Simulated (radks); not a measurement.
Results of a calculation; reference values are marked as such.
Species: Gd21+. Configuration: [Kr] 4d7.

Level of theory: scalar-relativistic Kohn-Sham, SCAN, spin-polarised, spherical densities, finite nucleus; open shells are filled with parallel spins first (spin-orbit coupling, left out, can overturn this in heavy ions); meta-GGA in the generalised Kohn-Sham scheme; Fermi nuclear charge, rms radius 5.1569 fm (a radial shooting solver on a logarithmic mesh with Libxc functionals).

Energy parts (eV):
| part | energy |
|---|---|
| total | -301940.89 |
| kinetic | 324569.69 |
| electron-nucleus | -710908.31 |
| Hartree | 90605.52 |
| exchange-correlation | -6207.78 |

Orbitals (lengths in bohr, moments of r in powers of bohr; r(90%) holds 90 % of the orbital's charge):
1s up: occ. 1; eigenvalue (eV) -50751.82; r(90%) 0.0396
1s down: occ. 1; eigenvalue (eV) -50751.69; r(90%) 0.0396
2s up: occ. 1; eigenvalue (eV) -8890.061; r(90%) 0.144
2s down: occ. 1; eigenvalue (eV) -8888.268; r(90%) 0.144
2p up: occ. 3; eigenvalue (eV) -7971.355; r(90%) 0.134
2p down: occ. 3; eigenvalue (eV) -7969.667; r(90%) 0.134
3s up: occ. 1; eigenvalue (eV) -2428.187; r(90%) 0.356
3s down: occ. 1; eigenvalue (eV) -2427.144; r(90%) 0.356
3p up: occ. 3; eigenvalue (eV) -2141.435; r(90%) 0.361
3p down: occ. 3; eigenvalue (eV) -2140.169; r(90%) 0.361
3d up: occ. 5; eigenvalue (eV) -1765.261; r(90%) 0.342
3d down: occ. 5; eigenvalue (eV) -1763.248; r(90%) 0.342
4s up: occ. 1; eigenvalue (eV) -909.9118; r(90%) 0.747
4s down: occ. 1; eigenvalue (eV) -902.4353; r(90%) 0.748
4p up: occ. 3; eigenvalue (eV) -808.9014; r(90%) 0.782
4p down: occ. 3; eigenvalue (eV) -801.5619; r(90%) 0.784
4d up: occ. 5; eigenvalue (eV) -669.5778; r(90%) 0.824
4d down: occ. 2; eigenvalue (eV) -662.3765; r(90%) 0.827

The highest occupied level is 4d down at -662.38 eV. The density falls to 0.001 e/bohr^3 at r = 1.47 bohr. The spin density at the nucleus is 0.603 e/bohr^3 (1s -1.615, 2s -4.522, 3s 2.340, 4s 4.400). For comparison, the ionisation energy in NIST's Atomic Spectra Database is 680 eV (theoretical). In exact Kohn-Sham theory the highest level is minus the ionisation energy, but local and semilocal functionals leave it too shallow, through self-interaction and a potential that decays too fast; potentials with the right tail come closer. The electron density at the nucleus is 6.579e+05 e/bohr^3 (large components only). Summed over all electrons, <r^2> = 6.365 bohr^2, which gives a Langevin (diamagnetic) susceptibility term of -5.04 x 10^-6 cm^3/mol. Spin moment in Bohr magnetons: 3.
